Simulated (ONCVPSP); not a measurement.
**Pseudopotential generation for antimony (Sb): ONCV, PBE, scalar-relativistic.**

Sb (Z = 51), optimised norm-conserving Vanderbilt (ONCV), made with ONCVPSP 4.0.1 (PBE, scalar-relativistic). Core [Ar] 3d10, reference 4s2 4p6 4d10 5s1.5 5p3.5. Waves: 4s+5s: rc 1.40 bohr, ncon 3, nbas 6, qcut 7.2 1/bohr, 2 projectors; 4p+5p: rc 1.40 bohr, ncon 3, nbas 6, qcut 9.2 1/bohr, 3 projectors, debl 1.4 Ha; 4d: rc 1.22 bohr, ncon 3, nbas 8, qcut 14.1 1/bohr, 2 projectors, debl 1.4 Ha. Local part: polynomial inside 1.20 bohr (lpopt 5, dvloc0 -1 Ha). Core correction: none.

Poles of the logarithmic derivatives, all-electron (AE) and pseudo (PS). s: poles at -5.1 (AE) and -5.1 (PS) Ha. p: poles at -3.2 (AE) and -3.2 (PS) Ha. d: poles at 0.7 (AE) and 0.7 (PS) Ha. Test radii: s 1.42, p 1.42, d 1.24 bohr.

* Cutoffs needed: 50 Ha and 61 Ha (the cutoffs (Ha) at which the residual kinetic energy of the hardest occupied pseudo-wave falls to 1 and 0.1 mHa per electron)
* Ghost test: no bound ghost flagged; no localised positive-energy state flagged
* Largest excitation error: -22 meV (all-electron minus pseudo) for 4s2 4p6 4d10 5s1 5p0, out of 4 test configurations
